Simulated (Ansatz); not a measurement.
Al₅O₉H₃. Total charge 0; singlet. Geometry r2SCAN-D4/def2-SVP, basis def2-TZVP, Ansatz.

```xyz
17

Al    1.835   -0.714    1.145
Al   -0.686   -1.442    1.104
Al   -1.042    1.296    0.564
Al   -0.941    1.564   -2.535
Al    0.339   -0.792   -1.240
O    -0.860   -1.862   -0.553
O    -1.249    1.888    2.228
O     0.076    0.183   -2.617
O    -1.588    0.597    2.737
O     2.013   -1.307   -0.659
O     0.426    0.264    0.353
O    -1.959   -0.168    1.472
O     0.732   -1.788    1.991
O    -1.470    1.949   -0.941
H    -1.347    2.416   -3.785
H     2.580   -2.017   -0.985
H     3.141   -0.068    1.722
```

```json
{"run": "A", "HOMO (eV)": "-6.25", "LUMO (eV)": "-2.98"}
{"run": "B", "HOMO (eV)": "-5.85", "LUMO (eV)": "-3.22"}
{"run": "C", "HOMO (eV)": "-7.74", "LUMO (eV)": "-1.89"}
{"run": "D", "HOMO (eV)": "-6.44", "LUMO (eV)": "-2.79"}
```

The structure holds 2 bond(s) between oxygen atoms. Another isomer (singlet) lies 7.61 eV lower at PBE0-D4/def2-TZVP; other spin states weren't run for this one.

Task: The runs used B97M-V, PBE, PBE0, r2SCAN. Estimate which is which.

Result: A r2SCAN (0 % exact exchange); B PBE (0 % exact exchange); C PBE0 (25 % exact exchange); D B97M-V (0 % exact exchange). Exact exchange lowers occupied and raises empty levels; among semilocal functionals meta-GGAs tend to open the gap a little, and such runs are hard to tell apart. The gap grows from 2.64 eV (PBE) to 5.85 eV (PBE0). The restricted singlet is unstable towards broken spin symmetry in Hartree–Fock (as tested in another run); at r2SCAN-D4/def2-TZVP, PBE-D4/def2-TZVP, PBE0-D4/def2-TZVP, B97M-V/def2-TZVP this wasn't settled.
